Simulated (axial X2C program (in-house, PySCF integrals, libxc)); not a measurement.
## Which molecule has these constants?

All values come from calculations with an in-house all-electron X2C program for linear molecules (integrals from PySCF), spin-free (one-electron X2C) or two-component (2c: spin–orbit coupling with atomic mean-field Coulomb and Gaunt terms, which also bring small scalar terms), in Dyall basis sets with cores contracted in-house; open shells are unrestricted.

A two-component PBE0 calculation in a Dyall 3-zeta basis gave Re = 2.468 Å, ωe = 269.3 cm⁻¹, De = 2.39 eV, dipole magnitude 1.11 D, Ω = 3/2.

Which molecule is it?
A. TeCl
B. TeI
C. TeBr

C. The others have TeCl 2.328 Å and 382.6 cm⁻¹ (Ω = 3/2); TeI 2.656 Å and 217.9 cm⁻¹ (Ω = 3/2).

Each entry is the lowest single determinant of a limited PBE0 search at one distance. De goes to single-determinant-based atoms at the same level (for ions the charge split of lowest energy) and is withheld (n/a) where an atom does not fit its ground term or J level. Main or longest-lived isotopes. Some light 2c atoms are not at their ground J level, so De misses part of their lowering (0.04 eV or less). The functionals have no current term, which raises determinants with orbital currents.
